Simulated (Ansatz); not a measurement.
Born–Oppenheimer molecular dynamics of ClF₃H₂SSi (8 atoms, charge 0, multiplicity 1). It starts at the highest image of a converged band, a first-order saddle point between two minima.

The calculation used RKS PBE-D4/def2-SVP in Ansatz.

* ensemble: NVE (velocity Verlet)
* time step: 0.5 fs
* steps asked: 200
* starting velocities drawn for: 300 K
* seed: 6204

Frames 0.5 fs apart, positions in Å, forces in eV/Å.

Velocities at 80 fs (Å/ps):

```
Si 7.73 1.02 -0.67
Cl 2.33 -0.12 -0.64
F 1.52 2.34 3.12
F 3.49 0.55 -4.27
F -6.07 3.16 6.81
S -7.65 -3.77 -2.44
H -9.32 -1.38 -23.58
H -24.80 -16.98 35.62
```

```xyz
8
Properties=species:S:1:pos:R:3:forces:R:3 time_fs=80 energy_less_start_eV=-0.285 T=667
Si -0.184 0.239 0.045 0.89 -1.71 -0.56
Cl -0.039 0.663 2.013 -0.21 0.52 1.34
F 0.854 -1.034 0.053 0.09 0.38 -0.10
F 0.370 1.632 -0.540 0.02 0.29 -0.48
F -1.036 -0.340 -1.232 -0.29 0.53 -0.32
S -2.748 -0.434 0.684 -0.83 -0.03 0.90
H -2.696 -1.762 0.386 0.05 0.03 0.10
H -3.029 -0.617 2.048 0.28 -0.02 -0.87
8
Properties=species:S:1:pos:R:3:forces:R:3 time_fs=80.5 energy_less_start_eV=-0.268 T=646
Si -0.181 0.239 0.044 0.82 -1.66 -0.55
Cl -0.038 0.663 2.013 -0.21 0.53 1.33
F 0.855 -1.033 0.055 0.13 0.33 -0.12
F 0.372 1.632 -0.542 0.03 0.29 -0.48
F -1.039 -0.338 -1.229 -0.27 0.53 -0.31
S -2.752 -0.435 0.683 -0.90 -0.08 1.25
H -2.700 -1.762 0.374 0.05 0.05 0.12
H -3.041 -0.625 2.065 0.35 0.02 -1.23
8
Properties=species:S:1:pos:R:3:forces:R:3 time_fs=81 energy_less_start_eV=-0.250 T=622
Si -0.177 0.239 0.044 0.75 -1.60 -0.54
Cl -0.037 0.663 2.013 -0.22 0.53 1.31
F 0.856 -1.032 0.057 0.18 0.27 -0.14
F 0.374 1.633 -0.544 0.04 0.28 -0.48
F -1.042 -0.336 -1.226 -0.25 0.52 -0.31
S -2.756 -0.437 0.682 -0.95 -0.13 1.52
H -2.705 -1.763 0.363 0.04 0.07 0.15
H -3.052 -0.634 2.079 0.41 0.05 -1.51
8
Properties=species:S:1:pos:R:3:forces:R:3 time_fs=81.5 energy_less_start_eV=-0.234 T=602
Si -0.173 0.240 0.044 0.68 -1.52 -0.52
Cl -0.036 0.663 2.013 -0.23 0.53 1.30
F 0.856 -1.031 0.058 0.23 0.21 -0.17
F 0.376 1.633 -0.547 0.05 0.27 -0.47
F -1.045 -0.335 -1.222 -0.22 0.52 -0.30
S -2.760 -0.439 0.681 -0.99 -0.16 1.71
H -2.709 -1.763 0.352 0.04 0.09 0.17
H -3.062 -0.642 2.089 0.45 0.07 -1.71
8
Properties=species:S:1:pos:R:3:forces:R:3 time_fs=82 energy_less_start_eV=-0.224 T=589
Si -0.169 0.240 0.043 0.61 -1.44 -0.52
Cl -0.035 0.663 2.013 -0.24 0.53 1.28
F 0.857 -1.029 0.060 0.28 0.15 -0.19
F 0.377 1.633 -0.549 0.05 0.25 -0.47
F -1.048 -0.333 -1.219 -0.19 0.52 -0.29
S -2.764 -0.441 0.680 -1.01 -0.19 1.84
H -2.714 -1.763 0.341 0.03 0.10 0.19
H -3.072 -0.650 2.095 0.47 0.08 -1.84
8
Properties=species:S:1:pos:R:3:forces:R:3 time_fs=82.5 energy_less_start_eV=-0.222 T=587
Si -0.164 0.239 0.043 0.53 -1.34 -0.51
Cl -0.034 0.663 2.013 -0.25 0.53 1.25
F 0.858 -1.028 0.061 0.34 0.08 -0.20
F 0.379 1.634 -0.552 0.06 0.23 -0.46
F -1.052 -0.331 -1.216 -0.16 0.52 -0.29
S -2.768 -0.443 0.679 -1.02 -0.20 1.89
H -2.718 -1.763 0.331 0.03 0.10 0.20
H -3.080 -0.658 2.097 0.48 0.08 -1.89
8
Properties=species:S:1:pos:R:3:forces:R:3 time_fs=83 energy_less_start_eV=-0.229 T=597
Si -0.160 0.239 0.042 0.45 -1.24 -0.50
Cl -0.032 0.663 2.013 -0.26 0.52 1.23
F 0.859 -1.027 0.062 0.39 0.01 -0.22
F 0.381 1.634 -0.554 0.06 0.21 -0.44
F -1.055 -0.329 -1.213 -0.13 0.52 -0.28
S -2.772 -0.445 0.679 -1.02 -0.21 1.89
H -2.722 -1.763 0.321 0.03 0.10 0.21
H -3.087 -0.666 2.094 0.48 0.08 -1.89
8
Properties=species:S:1:pos:R:3:forces:R:3 time_fs=83.5 energy_less_start_eV=-0.246 T=618
Si -0.156 0.239 0.041 0.37 -1.13 -0.50
Cl -0.031 0.663 2.013 -0.27 0.52 1.20
F 0.860 -1.025 0.064 0.45 -0.06 -0.24
F 0.383 1.635 -0.556 0.06 0.18 -0.43
F -1.058 -0.327 -1.210 -0.10 0.52 -0.26
S -2.776 -0.447 0.678 -1.00 -0.20 1.83
H -2.726 -1.762 0.312 0.02 0.10 0.22
H -3.092 -0.674 2.087 0.46 0.07 -1.81
8
Properties=species:S:1:pos:R:3:forces:R:3 time_fs=84 energy_less_start_eV=-0.270 T=649
Si -0.152 0.239 0.041 0.29 -1.01 -0.50
Cl -0.030 0.663 2.013 -0.28 0.52 1.17
F 0.861 -1.024 0.065 0.51 -0.14 -0.26
F 0.385 1.635 -0.559 0.06 0.15 -0.41
F -1.061 -0.325 -1.206 -0.06 0.51 -0.25
S -2.781 -0.449 0.678 -0.97 -0.17 1.70
H -2.730 -1.762 0.303 0.02 0.09 0.22
H -3.097 -0.681 2.075 0.43 0.05 -1.67
8
Properties=species:S:1:pos:R:3:forces:R:3 time_fs=84.5 energy_less_start_eV=-0.299 T=686
Si -0.147 0.238 0.040 0.20 -0.89 -0.49
Cl -0.029 0.663 2.014 -0.29 0.51 1.13
F 0.862 -1.023 0.067 0.58 -0.22 -0.28
F 0.386 1.636 -0.562 0.06 0.12 -0.40
F -1.065 -0.323 -1.203 -0.02 0.51 -0.24
S -2.785 -0.451 0.678 -0.92 -0.13 1.50
H -2.734 -1.761 0.295 0.02 0.08 0.22
H -3.100 -0.688 2.059 0.38 0.02 -1.45
8
Properties=species:S:1:pos:R:3:forces:R:3 time_fs=85 energy_less_start_eV=-0.329 T=724
Si -0.143 0.237 0.039 0.11 -0.76 -0.49
Cl -0.028 0.664 2.014 -0.30 0.50 1.09
F 0.863 -1.021 0.068 0.64 -0.30 -0.29
F 0.388 1.636 -0.564 0.06 0.08 -0.38
F -1.068 -0.320 -1.200 0.02 0.51 -0.22
S -2.790 -0.453 0.678 -0.86 -0.07 1.22
H -2.738 -1.759 0.288 0.01 0.06 0.22
H -3.103 -0.696 2.040 0.31 -0.03 -1.15
8
Properties=species:S:1:pos:R:3:forces:R:3 time_fs=85.5 energy_less_start_eV=-0.356 T=758
Si -0.139 0.237 0.038 0.03 -0.62 -0.49
Cl -0.027 0.664 2.015 -0.31 0.49 1.05
F 0.865 -1.020 0.069 0.70 -0.39 -0.31
F 0.390 1.637 -0.567 0.06 0.05 -0.36
F -1.071 -0.318 -1.197 0.06 0.51 -0.21
S -2.794 -0.455 0.678 -0.77 0.01 0.87
H -2.742 -1.758 0.281 0.01 0.04 0.21
H -3.105 -0.703 2.018 0.22 -0.09 -0.76
```

Of the whole run (100 fs, mean temperature of the second half 640 K): The conserved energy stayed within 0.13 meV per atom of its start (net change -0.1 meV per atom), so the integration is sound. The kinetic energy rose, since the run started high on the potential surface and went downhill. It ends in pieces (ClF3Si + H2S), so much of that is their flight and rotation, not heat. A run of 0.1 ps of so small a system gives no equilibrium averages. The orbitals stay closed-shell, which can raise the energy where a bond breaks towards radicals; this wasn't checked here.

Run time: 6 min on 2 threads of Arm Neoverse V1, with other jobs on the host, peak memory 0.14 GiB.
